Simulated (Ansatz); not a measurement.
A run for Ansatz (a first-principles code): R-B3LYP-D3(BJ)/def2-TZVP on C2H6Sn (SMILES [CH3][Sn][CH3]). Elements past Kr take the def2 small-core potentials; no spin–orbit coupling.

Ansatz 0.2 input:
```yaml
crystal:
  periodic: [false, false, false]
  atoms:
    - {symbol: C, position_ang: [-1.61805350, -0.18542712, 0.14821302]}
    - {symbol: Sn, position_ang: [0.02966563, -1.37533370, -0.84312044]}
    - {symbol: C, position_ang: [1.61892309, 0.15348720, -0.34310527]}
    - {symbol: H, position_ang: [-1.46217831, -0.15568063, 1.22706557]}
    - {symbol: H, position_ang: [-2.61427931, -0.59287441, -0.02340326]}
    - {symbol: H, position_ang: [-1.62045893, 0.84680813, -0.20051257]}
    - {symbol: H, position_ang: [2.63073583, -0.17694255, -0.57861105]}
    - {symbol: H, position_ang: [1.44088533, 1.07451087, -0.89933437]}
    - {symbol: H, position_ang: [1.59476017, 0.41145220, 0.71571178]}
basis:
  gaussian:
    orbitals: def2-TZVP
hamiltonian:
  xc: b3lyp
  dispersion: d3bj
relax: {f_tol: 0.003, max_steps: 120}
scf: {lower_state_search: off}
```

The log:

```
WARN ansatz: RAYON_NUM_THREADS=1 ignored (pool sized by the plan → 1); use --threads N
Functional definition: B3LYP
these checks for a lower state are left out or cut short: stability, starts, cluster_reference, orbital_swaps, neighbouring_geometries, increment
integrals: 0.06 GiB planned
1056 factors; their error is unknown
mean field: 0.57 GiB planned
mean field evaluation 1: about -7989.3530 eV, gradient 8.3e1 eV
mean field evaluation 2: about -7958.0810 eV, gradient 1.2e2 eV
mean field evaluation 4: about -8005.8830 eV, gradient 5.9e0 eV
mean field evaluation 8: about -8005.9467 eV, gradient 2.7e-2 eV
mean field evaluation 16: about -8005.9961 eV, gradient 1.7e-4 eV
mean field -8005.99610766 eV, -294.2149302974 hartree, gradient 3.6e-6 eV, S^2 0.000000; 0 other end points of the search recorded, 0 dependent functions left out
the calculation of the forces begins
reference -8005.99636954 eV, -294.2149399212 hartree; 20, 20 occupied and 128, 128 virtual orbitals, 1056 factors
relax step   1: F+E_penalty+E_count = -8006.30702881 eV  Δ(F+E_penalty+E_count) = +0.000e0 eV  max|allowed force component| = 5.813e-1 eV/Å  Δτ_max = 0.0000 Å  (17 SCF iters, accepted)
these checks for a lower state are left out or cut short: stability, starts, cluster_reference, orbital_swaps, neighbouring_geometries, increment
integrals: 0.06 GiB planned
1056 factors; their error is unknown
mean field: 0.58 GiB planned
mean field -8006.01413237 eV, -294.2155926933 hartree, gradient 2.3e-6 eV, S^2 0.000000; 0 other end points of the search recorded, 0 dependent functions left out
the calculation of the forces begins
reference -8006.01438882 eV, -294.2156021177 hartree; 20, 20 occupied and 128, 128 virtual orbitals, 1056 factors
relax step   2: F+E_penalty+E_count = -8006.33371146 eV  Δ(F+E_penalty+E_count) = -2.668e-2 eV  max|allowed force component| = 3.185e-1 eV/Å  Δτ_max = 0.1023 Å  (19 SCF iters, accepted)
these checks for a lower state are left out or cut short: stability, starts, cluster_reference, orbital_swaps, neighbouring_geometries, increment
integrals: 0.06 GiB planned
1056 factors; their error is unknown
mean field: 0.57 GiB planned
mean field evaluation 32: about -8006.0270 eV, gradient 3.1e-3 eV
mean field -8006.02701112 eV, -294.2160659786 hartree, gradient 1.2e-6 eV, S^2 0.000000; 0 other end points of the search recorded, 0 dependent functions left out
the calculation of the forces begins
reference -8006.02726887 eV, -294.2160754509 hartree; 20, 20 occupied and 128, 128 virtual orbitals, 1056 factors
relax step   3: F+E_penalty+E_count = -8006.34385283 eV  Δ(F+E_penalty+E_count) = -1.014e-2 eV  max|allowed force component| = 1.556e-1 eV/Å  Δτ_max = 0.0520 Å  (20 SCF iters, accepted)
these checks for a lower state are left out or cut short: stability, starts, cluster_reference, orbital_swaps, neighbouring_geometries, increment
integrals: 0.06 GiB planned
1056 factors; their error is unknown
mean field: 0.57 GiB planned
mean field -8006.02899905 eV, -294.2161390338 hartree, gradient 1.2e-6 eV, S^2 0.000000; 0 other end points of the search recorded, 0 dependent functions left out
the calculation of the forces begins
reference -8006.02925682 eV, -294.2161485066 hartree; 20, 20 occupied and 128, 128 virtual orbitals, 1056 factors
relax step   4: F+E_penalty+E_count = -8006.34607203 eV  Δ(F+E_penalty+E_count) = -2.219e-3 eV  max|allowed force component| = 3.063e-2 eV/Å  Δτ_max = 0.0196 Å  (20 SCF iters, accepted)
these checks for a lower state are left out or cut short: stability, starts, cluster_reference, orbital_swaps, neighbouring_geometries, increment
integrals: 0.06 GiB planned
1056 factors; their error is unknown
mean field: 0.58 GiB planned
mean field -8006.02901857 eV, -294.2161397511 hartree, gradient 1.2e-6 eV, S^2 0.000000; 0 other end points of the search recorded, 0 dependent functions left out
the calculation of the forces begins
reference -8006.02927617 eV, -294.2161492176 hartree; 20, 20 occupied and 128, 128 virtual orbitals, 1056 factors
relax step   5: F+E_penalty+E_count = -8006.34619664 eV  Δ(F+E_penalty+E_count) = -1.246e-4 eV  max|allowed force component| = 2.749e-3 eV/Å  Δτ_max = 0.0051 Å  (21 SCF iters, accepted)
these checks for a lower state are left out or cut short: stability, starts, cluster_reference, orbital_swaps, neighbouring_geometries, increment
integrals: 0.06 GiB planned
1056 factors; their error is unknown
mean field: 0.57 GiB planned
mean field -8006.02894851 e
[...]
 = 0.0216 Å  (19 SCF iters, accepted)
these checks for a lower state are left out or cut short: stability, starts, cluster_reference, orbital_swaps, neighbouring_geometries, increment
integrals: 0.06 GiB planned
1056 factors; their error is unknown
mean field: 0.57 GiB planned
mean field -8006.02883136 eV, -294.2161328711 hartree, gradient 1.2e-6 eV, S^2 0.000000; 0 other end points of the search recorded, 0 dependent functions left out
the calculation of the forces begins
reference -8006.02908845 eV, -294.2161423193 hartree; 20, 20 occupied and 128, 128 virtual orbitals, 1056 factors
relax step  10: F+E_penalty+E_count = -8006.34627096 eV  Δ(F+E_penalty+E_count) = -1.370e-5 eV  max|allowed force component| = 8.748e-3 eV/Å  Δτ_max = 0.0067 Å  (20 SCF iters, accepted)
these checks for a lower state are left out or cut short: stability, starts, cluster_reference, orbital_swaps, neighbouring_geometries, increment
integrals: 0.06 GiB planned
1056 factors; their error is unknown
mean field: 0.57 GiB planned
mean field -8006.02891714 eV, -294.2161360235 hartree, gradient 1.2e-6 eV, S^2 0.000000; 0 other end points of the search recorded, 0 dependent functions left out
the calculation of the forces begins
reference -8006.02917413 eV, -294.2161454679 hartree; 20, 20 occupied and 128, 128 virtual orbitals, 1056 factors
relax step  11: F+E_penalty+E_count = -8006.34629505 eV  Δ(F+E_penalty+E_count) = -2.409e-5 eV  max|allowed force component| = 8.423e-3 eV/Å  Δτ_max = 0.0249 Å  (19 SCF iters, accepted)
these checks for a lower state are left out or cut short: stability, starts, cluster_reference, orbital_swaps, neighbouring_geometries, increment
integrals: 0.06 GiB planned
1056 factors; their error is unknown
mean field: 0.57 GiB planned
mean field evaluation 96: about -8006.0292 eV, gradient 1.1e-6 eV
mean field -8006.02919447 eV, -294.2161462152 hartree, gradient 1.2e-6 eV, S^2 0.000000; 0 other end points of the search recorded, 0 dependent functions left out
the calculation of the forces begins
reference -8006.02945159 eV, -294.2161556641 hartree; 20, 20 occupied and 128, 128 virtual orbitals, 1056 factors
relax step  12: F+E_penalty+E_count = -8006.34615032 eV  Δ(F+E_penalty+E_count) = +1.447e-4 eV  max|allowed force component| = 4.349e-2 eV/Å  Δτ_max = 0.0522 Å  (19 SCF iters, rejected (line search))
these checks for a lower state are left out or cut short: stability, starts, cluster_reference, orbital_swaps, neighbouring_geometries, increment
integrals: 0.06 GiB planned
1056 factors; their error is unknown
mean field: 0.58 GiB planned
mean field -8006.02903026 eV, -294.2161401806 hartree, gradient 1.2e-6 eV, S^2 0.000000; 0 other end points of the search recorded, 0 dependent functions left out
the calculation of the forces begins
reference -8006.02928725 eV, -294.2161496248 hartree; 20, 20 occupied and 128, 128 virtual orbitals, 1056 factors
relax step  13: F+E_penalty+E_count = -8006.34630965 eV  Δ(F+E_penalty+E_count) = -1.460e-5 eV  max|allowed force component| = 4.452e-3 eV/Å  Δτ_max = 0.0073 Å  (20 SCF iters, accepted)
these checks for a lower state are left out or cut short: stability, starts, cluster_reference, orbital_swaps, neighbouring_geometries, increment
integrals: 0.06 GiB planned
1056 factors; their error is unknown
mean field: 0.57 GiB planned
mean field -8006.02902172 eV, -294.2161398670 hartree, gradient 1.2e-6 eV, S^2 0.000000; 0 other end points of the search recorded, 0 dependent functions left out
the calculation of the forces begins
reference -8006.02927866 eV, -294.2161493094 hartree; 20, 20 occupied and 128, 128 virtual orbitals, 1056 factors
relax step  14: F+E_penalty+E_count = -8006.34631835 eV  Δ(F+E_penalty+E_count) = -8.707e-6 eV  max|allowed force component| = 2.458e-3 eV/Å  Δτ_max = 0.0101 Å  (20 SCF iters, accepted)
these checks for a lower state are left out or cut short: stability, starts, cluster_reference, orbital_swaps, neighbouring_geometries, increment
integrals: 0.06 GiB planned
1056 factors; their error is unknown
mean field: 0.58 GiB planned
mean field -8006.02901766 eV, -294.2161397176 hartree, gradient 1.2e-6 eV, S^2 0.000000; 0 other end points of the search recorded, 0 dependent functions left out
the calculation of the forces begins
reference -8006.02927455 eV, -294.2161491583 hartree; 20, 20 occupied and 128, 128 virtual orbitals, 1056 factors
relax step  15: F+E_penalty+E_count = -8006.34632082 eV  Δ(F+E_penalty+E_count) = -2.468e-6 eV  max|allowed force component| = 7.939e-3 eV/Å  Δτ_max = 0.0128 Å  (19 SCF iters, accepted)
these checks for a lower state are left out or cut short: stability, starts, cluster_reference, orbital_swaps, neighbouring_geometries, increment
integrals: 0.06 GiB planned
1056 factors; their error is unknown
mean field: 0.57 GiB planned
mean field -8006.02901509 eV, -294.2161396232 hartree, gradient 1.2e-6 eV, S^2 0.000000; 0 other end points of the search recorded, 0 dependent functions left out
the calculation of the forces begins
reference -8006.02927197 eV, -294.2161490635 hartree; 20, 20 occupied and 128, 128 virtual orbitals, 1056 factors
relax step  16: F+E_penalty+E_count = -8006.34632368 eV  Δ(F+E_penalty+E_count) = -2.861e-6 eV  max|allowed force component| = 4.739e-3 eV/Å  Δτ_max = 0.0006 Å  (21 SCF iters, accepted)
these checks for a lower state are left out or cut short: stability, starts, cluster_reference, orbital_swaps, neighbouring_geometries, increment
integrals: 0.06 GiB planned
1056 factors; their error is unknown
mean field: 0.58 GiB planned
mean field evaluation 128: about -8006.0288 eV, gradient 3.5e-1 eV
mean field -8006.02899780 eV, -294.2161389879 hartree, gradient 1.2e-6 eV, S^2 0.000000; 0 other end points of the search recorded, 0 dependent functions left out
the calculation of the forces begins
reference -8006.02925464 eV, -294.2161484263 hartree; 20, 20 occupied and 128, 128 virtual orbitals, 1056 factors
relax step  17: F+E_penalty+E_count = -8006.34632804 eV  Δ(F+E_penalty+E_count) = -4.358e-6 eV  max|allowed force component| = 9.655e-4 eV/Å  Δτ_max = 0.0064 Å  (20 SCF iters, accepted)
these checks for a lower state are left out or cut short: stability, starts, cluster_reference, orbital_swaps, neighbouring_geometries, increment
integrals: 0.06 GiB planned
1056 factors; their error is unknown
mean field: 0.58 GiB planned
mean field -8006.02898488 eV, -294.2161385131 hartree, gradient 1.2e-6 eV, S^2 0.000000; 0 other end points of the search recorded, 0 dependent functions left out
the calculation of the forces begins
reference -8006.02924168 eV, -294.2161479501 hartree; 20, 20 occupied and 128, 128 virtual orbitals, 1056 factors
relax step  18: F+E_penalty+E_count = -8006.34633054 eV  Δ(F+E_penalty+E_count) = -2.502e-6 eV  max|allowed force component| = 8.372e-4 eV/Å  Δτ_max = 0.0098 Å  (20 SCF iters, accepted)
Total energy: -8006.34658734 eV, -294.2278101880 hartree
Atom 0 at    -1.576872    -0.167624     0.119132 Å, force     0.000822    -0.000038     0.000652 eV/Å
Atom 1 at     0.028738    -1.355670    -0.833874 Å, force     0.000005    -0.000162    -0.000031 eV/Å
Atom 2 at     1.577533     0.136871    -0.313100 Å, force    -0.000837     0.000586    -0.000515 eV/Å
Atom 3 at    -1.334811    -0.021905     1.175819 Å, force    -0.000280    -0.000033    -0.000473 eV/Å
Atom 4 at    -2.555849    -0.638293     0.039265 Å, force     0.000085     0.000401    -0.000186 eV/Å
Atom 5 at    -1.615536     0.822009    -0.344863 Å, force    -0.000530    -0.000243     0.000004 eV/Å
Atom 6 at     2.572695    -0.150950    -0.649427 Å, force    -0.000111     0.000052     0.000455 eV/Å
Atom 7 at     1.312351     1.098649    -0.761536 Å, force     0.000286    -0.000420     0.000281 eV/Å
Atom 8 at     1.591752     0.276914     0.771487 Å, force     0.000559    -0.000144    -0.000188 eV/Å
Dipole moment:     0.000043    -0.002016    -0.001113 e Å
Checks for a lower state left out: stability, starts, cluster_reference, orbital_swaps, neighbouring_geometries, increment
```

Self-consistency was reached.

Cost: very roughly 70 core-seconds.
